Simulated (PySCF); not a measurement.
Gas-phase reaction: 2 GeHCl3 + Cl2 = 2 GeCl4 + H2. Level: ωB97X-V/def2-TZVP†; standard pressure 1 bar.

Computed with PySCF and rigid-rotor harmonic-oscillator thermochemistry at 1 bar. † marks an energy on the PBE0/def2-TZVP geometry and frequencies. All species are closed-shell singlets. Ge: all electrons, no relativistic terms. The harmonic model lacks anharmonicity and excited electronic states, which grow with temperature; levels with a mode under 35 cm⁻¹ are left out.

```tsv
T (K)	1000/T (1/K)	log10 K
600	1.6667	21.87
800	1.2500	15.89
1000	1.0000	12.33
1200	0.8333	9.96
1400	0.7143	?
1600	0.6250	7.00
```

**Question.** Fit log10 K = a + b·(1000/T) to the five rows, get the mean ΔH° and ΔS°, and predict log10 K at 1400 K.

**Answer.** Means: 1000/T = 1.0750, log10 K = 13.410. Sums of products about the means: Sxy = 9.23915, Sxx = 0.647278, so b = Sxy/Sxx = 14.27 and a = 13.410 − (14.27)×1.0750 = -1.93.
ΔH° = −R ln 10 × 1000 K × b = −19.145 × (14.27) = -273 kJ; ΔS° = R ln 10 × a = -37 J/K. The run's own values go from -276 kJ and -41 J/K at 600 K to -272 kJ and -36 J/K at 1600 K.
Prediction at 1400 K: -1.93 + (14.27)×0.7143 = 8.26. The computed value is 8.26, 0.00 from the line.
For scale, ΔH°(298 K) is -281 kJ at this level, -281 kJ at ωB97M-V/def2-TZVP†, and runs from -319 to -213 kJ over the 20 levels computed.
